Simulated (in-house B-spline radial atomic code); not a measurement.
Tl²⁺. Computed with a B-spline radial atomic code. Model: non-relativistic spherical atom: semilocal Troullier-Martins pseudo-atom, one channel per l, against all electrons, high spin, G0W0 and RPA with empty states to l = 8, local potential for every l without a channel, a model core (radius 0 = none) keeps its share of the functional.

The core holds an angular momentum without a channel of its own, so the local potential lets valence electrons into it.

Without relativity these are model numbers for so heavy an element.

What the tables leave out is listed at the end.

The pseudopotential gives back the lowest level of each angular momentum of its own functional in the configuration it was made in; a second state of the same l is only approximately right. Exact exchange, RPA and GW see the smooth pseudo-orbitals and miss the exchange with the core, for which the functional's share stands in. The column with an uncorrelated core keeps all orbitals and exact exchange, and so separates missing core correlation from pseudisation. Only the three outermost levels and the lowest empty one were computed. RPA here is direct RPA, with no exchange kernel, and its energies carry an (l + 1/2)⁻⁴ tail. A hybrid on a potential with a model core restores only its own semilocal share of the core's exchange.

Command:
```bash
python run_psgw.py task.json out
```
Settings (lengths in bohr, energies in hartree):
```
Z                      81
electrons              79
configuration          [Xe] 4f14 5d10 6s1
generated_in           [Xe] 4f14 5d10 6s1
functional             pbe,pbe
core_shells            12
radius_factor          0.9
core_correction        True
ion_configuration      [Xe] 4f14 5d10
```

Time taken, with all properties: 46 s on 1 thread of Arm Neoverse V2 (shared host).

Given: made with PBE; model core radius 0.971 bohr; local radius 1.198 bohr; mean-field start PBE.

Valence shells of the generating configuration: 5d, 6s.

Channel: s 2.024, p 2.37, d 0.991 (radii in bohr).

Computed: largest level miss in the spin-unpolarised generating configuration 0 eV; all-electron RPA polarisability, core included 13.988 bohr³; pseudo-atom RPA polarisability 14.062 bohr³; ionisation by mean-field all-electron 26.454 eV; ionisation by mean-field pseudo minus all 0.01 eV; ionisation by RPA all-electron 26.554 eV; ionisation by RPA pseudo minus all 1.029 eV.

```csv
level,occupied,mean-field all-electron (eV),mean-field pseudo minus all (eV),G0W0 all-electron (eV),G0W0 uncorrelated core minus all (eV),G0W0 pseudo minus all (eV),exchange self-energy all-electron (eV),exchange self-energy pseudo (eV)
6s up,1,-22.362,0,-26.689,0.111,-0.538,-14.335,-12.575
5d down,1,-34.82,0.006,-42.129,-0.275,3.004,-39.107,-23.094
5d up,?,?,?,?,?,?,?,?
6s down (empty),0,-21.422,-0.002,-17.898,0.117,-0.654,-4.6702,-2.9559
```

**Question.** What belongs in the row 5d up?

**Answer.** occupied: 1; mean-field all-electron (eV): -35.083; mean-field pseudo minus all (eV): -0.014; G0W0 all-electron (eV): -42.384; G0W0 uncorrelated core minus all (eV): -0.277; G0W0 pseudo minus all (eV): 2.821; exchange self-energy all-electron (eV): -39.142; exchange self-energy pseudo (eV): -23.517.

**Question.** What is the valence RPA correlation energy pseudo?

**Answer.** -1.0272 hartree.

**Question.** What is the valence RPA correlation energy all-electron orbitals?

**Answer.** -0.56781 hartree.

Given: mean-field start PBE0.

Computed: valence RPA correlation energy pseudo -0.98362 hartree; all-electron RPA polarisability, core included 12.563 bohr³; pseudo-atom RPA polarisability 12.672 bohr³; ionisation by mean-field all-electron 26.099 eV; ionisation by mean-field pseudo minus all 0.36 eV; ionisation by RPA pseudo minus all 1.124 eV.

```tsv
level	occupied	mean-field all-electron (eV)	mean-field pseudo minus all (eV)	G0W0 all-electron (eV)	G0W0 uncorrelated core minus all (eV)	G0W0 pseudo minus all (eV)	exchange self-energy all-electron (eV)	exchange self-energy pseudo (eV)
6s up	1	-23.11	-0.329	-26.55	0.113	-0.794	-14.164	-12.694
5d down	1	-37.084	1.566	-42.333	-0.271	3.412	-39.22	-22.795
6s down (empty)	0	-20.021	-0.333	-17.698	0.116	-0.828	-4.3813	-2.9297
```

**Question.** What is the valence RPA correlation energy all-electron orbitals?

**Answer.** -0.53647 hartree.

**Question.** What is the ionisation by RPA all-electron?

**Answer.** 26.414 eV.

Among the listed levels the largest G0W0 shift of the pseudo-atom is +3.41 eV, for 5d down on the PBE0 start, while leaving the core uncorrelated moves that level by -0.27 eV. So pseudisation and the lost core exchange, not the missing core correlation, make the error. Not in the tables (levels of low weight, unsolved or above zero; the highest and the empty levels are kept at any weight): on PBE0 the G0W0 levels 5d up (pseudo minus all +3.82 eV, weights 0.39 and 0.81); no Hartree-Fock pseudo-atom is run with a model core.
